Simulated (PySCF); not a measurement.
## Working out the ionisation energy of Hg²⁺

Hg²⁺ [Xe] 4f14 5d10 (1S) → Hg³⁺ [Xe] 4f14 5d9 (2D). All numbers are calculated (PySCF 2.14, scalar relativity through the core potential, in def2-QZVPPD with the def2 core potential (60 electrons) (7s5p4d4f2g, 88 functions)). Frozen: nothing. Energies in hartree (1 hartree = 27.21139 eV):

```tsv
part	Hg²⁺ (lower)	Hg³⁺ (upper)
UHF	-151.612180	-150.377445
MP2 opposite-spin	-0.393288	-0.353374
MP2 same-spin	-0.184708	-0.160768
```

Question: What does Hartree-Fock give?

Answer: (-150.377445) − (-151.612180) = 1.234735 hartree = 33.599 eV.

Question: What do MP2 and SCS-MP2 (6/5 opposite-spin, 1/3 same-spin) give?

Answer: The opposite-spin parts differ by 1.086 eV and the same-spin parts by 0.651 eV. MP2: 33.599 + (1.086) + (0.651) = 35.336 eV. SCS-MP2: 33.599 + 1.2 × (1.086) + (0.651)/3 = 35.119 eV.

Reference: 34.49 ± 0.05 eV (measured; NIST Atomic Spectra Database, ionization energies), between the lowest levels; spin-orbit coupling is absent from the calculation.

What remains against the reference includes basis incompleteness and correlation beyond second order.
